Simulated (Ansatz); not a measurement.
Relaxation of Cl$_{5}$HW (7 atoms, charge 0, multiplicity 1), to a largest force component of 0.02 eV/Å in at most 40 steps.

The calculation used RKS PBE0-D4/def2-SVP (Ansatz).

```xyz
7
Properties=species:S:1:pos:R:3
W 0.000 0.000 0.000
H 0.000 0.000 1.720
Cl 2.390 0.000 0.000
Cl 0.000 2.390 0.000
Cl -2.390 0.000 0.000
Cl 0.000 -2.390 0.000
Cl 0.000 0.000 -2.390
```

Q: Where does it end, and by what steps?

A: The forces met the threshold. After 4 steps the energy has fallen by 0.823 eV; H2 moved furthest, 0.21 Å.

```tsv
step	energy less start (eV)	largest force component (eV/Å)	accepted
0	0.0000	2.323	yes
1	-0.7435	0.789	yes
2	-0.8218	0.231	yes
3	-0.8229	0.036	yes
4	-0.8230	0.004	yes
```

```xyz
7
Properties=species:S:1:pos:R:3
W 0.000 0.000 -0.195
H 0.000 0.000 1.514
Cl 2.254 0.000 0.137
Cl 0.000 2.254 0.137
Cl -2.254 0.000 0.137
Cl 0.000 -2.254 0.137
Cl 0.000 0.000 -2.538
```

Whether the end is a true minimum wasn't checked by a vibrational analysis.

Run time: 39 s on 2 threads of Arm Neoverse V1, on a shared host, peak memory 0.38 GiB.
